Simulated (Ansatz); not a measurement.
Start from `[OH][W]([OH])([OH])([Cl])([Cl])[Cl]` and change one atom or group to get `[OH][W]([OH])([Cl])([Cl])([Cl])[Cl]`.

Ansatz, PBE0-D4/def2-TZVP geometries, multiplicity 1. Each molecule was computed in one conformer, which needn't be the lowest.

Elements past krypton have def2 core potentials.

| property | `[OH][W]([OH])([OH])([Cl])([Cl])[Cl]` |
| --- | --- |
| HOMO energy (B3LYP/def2-TZVPP) / eV | -8.31 |
| LUMO energy (ωB97M-V/def2-TZVPP) / eV | -2.35 |
| HOMO energy (ωB97M-V/def2-TZVPP) / eV | -10.78 |
| LUMO energy (B3LYP/def2-TZVPP) / eV | -4.46 |
| HOMO energy (PBE0/def2-TZVPP) / eV | -8.59 |
| HOMO energy (PBE/def2-TZVPP) / eV | -7.21 |

What does the change do to each property? (Estimate.)

Computed: 
```tsv
property	`[OH][W]([OH])([Cl])([Cl])([Cl])[Cl]`	shift
HOMO energy (B3LYP/def2-TZVPP) / eV	-8.39	-0.08
LUMO energy (ωB97M-V/def2-TZVPP) / eV	-2.87	-0.52
HOMO energy (ωB97M-V/def2-TZVPP) / eV	-10.85	-0.07
LUMO energy (B3LYP/def2-TZVPP) / eV	-4.89	-0.43
HOMO energy (PBE0/def2-TZVPP) / eV	-8.67	-0.08
HOMO energy (PBE/def2-TZVPP) / eV	-7.32	-0.11
```

With PBE0 the HOMO falls by 0.08 eV and the LUMO falls by 0.45 eV, so the gap narrows by about 0.37 eV. PBE moves the HOMO by -0.11 eV and ωB97M-V by -0.07 eV. The zero-point energy changes by -32.1 kJ/mol with -3 modes.

B3LYP here is the variant with VWN-RPA as its local correlation; programs differ in this.
